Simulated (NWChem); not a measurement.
Program: NWChem. System: BI₂, charge 0, spin multiplicity 2, at a geometry optimised with UB3LYP/def2-SVP with def2 effective core potentials on I. The structure started from a generated list of species. Its SCF solution wasn't tested for a lower state. Level: UMP2/def2-TZVP with def2 effective core potentials on I, 9 core orbitals frozen.

Job file:

```
start mol
memory heap 200 mb stack 900 mb global 1100 mb
geometry units angstroms nocenter noautoz
  I      1.905929     0.000000    -0.041152
  B      0.000000     0.000000     0.872429
  I     -1.905929     0.000000    -0.041152
  symmetry group C2v
end
basis spherical
  * library def2-tzvp
end
ecp
  I library def2-ecp
end
scf
  uhf
  nopen 1
  maxiter 100
  thresh 1e-7
  semidirect memsize 60000000 filesize 0
  # guess.movecs holds the orbitals of an unrestricted PBE0 run
  vectors input guess.movecs output mol.movecs
end
mp2
  freeze core 9
end
task mp2 energy
```

NWChem printed:

```
             Northwest Computational Chemistry Package (NWChem) 7.3.0
             --------------------------------------------------------

                                NWChem Input Module
                                -------------------

 Scaling coordinates for geometry "geometry" by  1.889725989
 (inverse scale =  0.529177249)

 Turning off AUTOSYM since
 SYMMETRY directive was detected!

                             Geometry "geometry" -> ""
                             -------------------------

 Output coordinates in angstroms (scale by  1.889725989 to convert to a.u.)

  No.       Tag          Charge          X              Y              Z
 ---- ---------------- ---------- -------------- -------------- --------------
    1 I                   53.0000     1.90592900     0.00000000    -0.04115200
    2 B                    5.0000     0.00000000     0.00000000     0.87242900
    3 I                   53.0000    -1.90592900     0.00000000    -0.04115200

 Effective nuclear repulsion energy (a.u.)     522.6530480555

            Nuclear Dipole moment (a.u.)
            ----------------------------
        X                 Y               Z
 ---------------- ---------------- ----------------
     0.0000000000     0.0000000000     0.0000623610

      Symmetry information
      --------------------

 Group name             C2v
 Group number             16
 Group order               4
 No. of unique centers     2

      Symmetry unique atoms

     1    2


 Summary of "ao basis" -> "" (spherical)
 ------------------------------------------------------------------------------
       Tag                 Description            Shells   Functions and Types
 ---------------- ------------------------------  ------  ---------------------
 *                         def2-tzvp                  on all atoms

 Summary of "ao basis" -> "ao basis" (spherical)
 ------------------------------------------------------------------------------
       Tag                 Description            Shells   Functions and Types
 ---------------- ------------------------------  ------  ---------------------
[...]
  AO/Fock/Back tols     =   1.0D-09  1.0D-09  1.0D-09

 GA uses MA = F    GA memory limited = T

 Available:
  local mem=  1.26D+08
 global mem=  1.44D+08
 local disk=  0.00D+00
  mp2_memr nvloc                   103
  nvloc new                   103
   1 passes of  19:        5242880                     132819                  53925183.
   1 passes of  19: M    126139779           G      144144878           F     120896899.

 Semi-direct pass number   1 of   1  for UHF alpha       at        7.1s
  vrange nnbf                  8100
  mp2_eaftype                   205  avail_ma_in_mb                  1099
 EAF : mp2_eaftype filesize         205   26962592.
  mp2_eaf for mointskh                    205
Node 0 wrote    126.8 Mb in      0.1 s     Agg I/O rate:  2192.1 Mb/s
 Done moints_semi at       20.6s
  mp2_eaftype                   205  avail_ma_in_mb                   894
 EAF : mp2_eaftype filesize         205   26962592.
  mp2_eaf for kh                   205
 Done maket at       21.4s
 Done multipass loop at       21.4s

 GA uses MA = F    GA memory limited = T

 Available:
  local mem=  1.26D+08
 global mem=  1.44D+08
 local disk=  0.00D+00
  mp2_memr nvloc                   104
  nvloc new                   104
   1 passes of  18:        5242880                     128571                  51584283.
   1 passes of  18: M    126139779           G      144144878           F     120896899.

 Semi-direct pass number   1 of   1  for UHF beta        at       21.5s
  vrange nnbf                  8100
  mp2_eaftype                   196  avail_ma_in_mb                  1099
 EAF : mp2_eaftype filesize         196   25792142.
  mp2_eaf for mointskh                    196
Node 0 wrote    121.3 Mb in      0.0 s     Agg I/O rate:  3145.7 Mb/s
 Done moints_semi at       34.4s
  mp2_eaftype                   196  avail_ma_in_mb                   903
 EAF : mp2_eaftype filesize         196   25792142.
  mp2_eaf for kh                   196
 Done maket at       35.2s
 Done multipass loop at       35.2s

          -------------------------------------------
          SCF energy                -618.002003973822
          Correlation energy          -1.065211126051
          Singlet pairs                0.000000000000
          Triplet pairs                0.000000000000
          Total MP2 energy          -619.067215099873
          -------------------------------------------

          ---------------------------------------------------
                    Spin Component Scaled (SCS) MP2
          Same spin pairs                     -0.388340639115
          Same spin scaling factor             0.333333333333
          Opposite spin pairs                 -0.676870486937
          Opposite spin scaling fact.          1.200000000000
          SCS-MP2 correlation energy          -0.941691464029
          Total SCS-MP2 energy              -618.943695437850
          ---------------------------------------------------

 -----------------------
 Performance information
 -----------------------

 Timer overhead =  2.20D-07 seconds/call

               Nr. of calls         CPU time (s)                 Wall time (s)                GFlops
             ---------------    -------------------     ------------------------------   -------------------
Name         Min   Avg   Max    Min     Avg     Max     Min     Avg     Max   Mx/calls   Min     Max     Sum
mp2: moin     2     2     2    26.     26.     26.      26.     26.     26.     13.      0.0     0.0     0.0
mp2: make     2     2     2    1.6     1.6     1.6      1.6     1.6     1.6    0.80      0.0     0.0     0.0
mp2: tota     1     1     1    28.     28.     28.      28.     28.     28.     28.      0.0     0.0     0.0

 The average no. of pstat calls per process was 5.00D+00
 with a timing overhead of 1.10D-06s

 Task  times  cpu:       35.2s     wall:       35.2s

 Total times  cpu:       35.2s     wall:       35.2s
```
